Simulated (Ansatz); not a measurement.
Start from `C[Si](O)(Cl)Br` and change one atom or group to get `O[Si](Cl)(Br)Br`.

Ansatz, PBE0-D4/def2-TZVP geometries, multiplicity 1. Each molecule was computed in one conformer, which needn't be the lowest.

Scalar relativity is left out up to krypton. Spin–orbit coupling is left out; it splits and shifts lone-pair levels of the heavy atoms by tenths of an eV.

```csv
property,`C[Si](O)(Cl)Br`
size of the dipole moment (B3LYP/def2-TZVPP) / D,1.06
HOMO energy (B3LYP/def2-TZVPP) / eV,-8.21
HOMO energy (PBE/def2-TZVPP) / eV,-7.14
size of the dipole moment (PBE/def2-TZVPP) / D,1.09
HOMO energy (ωB97M-V/def2-TZVPP) / eV,-10.71
HOMO energy (PBE0/def2-TZVPP) / eV,-8.49
```

Task: Give the same properties after the change, and the shifts. (Best estimate.)

Result: The calculation gave: 
```json
{"property": "size of the dipole moment (B3LYP/def2-TZVPP) / D", "`O[Si](Cl)(Br)Br`": "1.52", "shift": "0.46"}
{"property": "HOMO energy (B3LYP/def2-TZVPP) / eV", "`O[Si](Cl)(Br)Br`": "-8.38", "shift": "-0.17"}
{"property": "HOMO energy (PBE/def2-TZVPP) / eV", "`O[Si](Cl)(Br)Br`": "-7.35", "shift": "-0.21"}
{"property": "size of the dipole moment (PBE/def2-TZVPP) / D", "`O[Si](Cl)(Br)Br`": "1.48", "shift": "0.39"}
{"property": "HOMO energy (ωB97M-V/def2-TZVPP) / eV", "`O[Si](Cl)(Br)Br`": "-10.85", "shift": "-0.14"}
{"property": "HOMO energy (PBE0/def2-TZVPP) / eV", "`O[Si](Cl)(Br)Br`": "-8.66", "shift": "-0.17"}
```

With PBE0 the HOMO falls by 0.17 eV and the LUMO falls by 1.09 eV, so the gap narrows by about 0.92 eV. PBE moves the HOMO by -0.21 eV and ωB97M-V by -0.14 eV. The zero-point energy changes by -94.3 kJ/mol with -9 modes. Dipoles are sizes alone; their direction can turn.

B3LYP here is the variant with VWN-RPA as its local correlation; programs differ in this.
